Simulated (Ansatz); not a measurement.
Consider the atomization: `C=N/C=N/[SiH3]` → 2 C• + 6 H• + 2 N• + Si•.

Calculated with Ansatz (gas phase, PBE0-D4/def2-TZVP geometries, no zero-point term in ΔE). CCSD(T)/CBS adds triple-zeta CCSD(T) − MP2 to the extrapolated MP2 energy (def2 sets, frozen cores). This one scheme is used for every species, atoms too. Functionals use def2-TZVPP. B3LYP here is the variant with VWN-RPA as its local correlation; programs differ in this. No spin–orbit coupling; open shells (•) take unrestricted orbitals. Spin–orbit coupling would lower the free atoms: a little for C, Si. One conformer a species, not always the lowest.

(1) What is ΔE at CCSD(T)/CBS? (An estimate is asked.)

(2) What do these levels give: r2SCAN-D4, r2SCAN, PBE0, B3LYP, HF/def2-TZVPP, MP2/def2-TZVPP, SCS-MP2/def2-TZVPP, CCSD/def2-TZVPP, MP2/def2-QZVPP, SCS-MP2/def2-QZVPP, HF/CBS(def2), MP2/CBS(def2)? (Best estimate.)

Largest T1 diagnostic among the species: 0.015.

## Answers

(1) The calculation gave: +980.4 kcal/mol.

(2) The calculation gave: r2SCAN-D4 981.0, r2SCAN 979.7, PBE0 981.0, B3LYP 981.9, HF/def2-TZVPP 677.6, MP2/def2-TZVPP 965.4, SCS-MP2/def2-TZVPP 968.4, CCSD/def2-TZVPP 932.4, MP2/def2-QZVPP 983.1, SCS-MP2/def2-QZVPP 988.9, HF/CBS(def2) 679.9, MP2/CBS(def2) 995.1 kcal/mol.

In def2-TZVPP, CCSD(T) changes the Hartree–Fock value by +273.2 kcal/mol (the triples alone add +18.4 kcal/mol) and MP2 by +287.9 kcal/mol; breaking electron pairs costs correlation energy, which Hartree–Fock lacks. The D4 term adds +8.2 kcal/mol with B3LYP and +4.3 kcal/mol with PBE0; it sums over pairs of atoms, weighted by their polarisabilities, and B3LYP, whose exchange is more repulsive, gets the larger term.

For atomizations the MP2-based limit and the directly extrapolated one differ by several kJ/mol either way, and by 10 to 25 for some Ge, Se and Sn compounds, so smaller differences from it don't rank the levels.
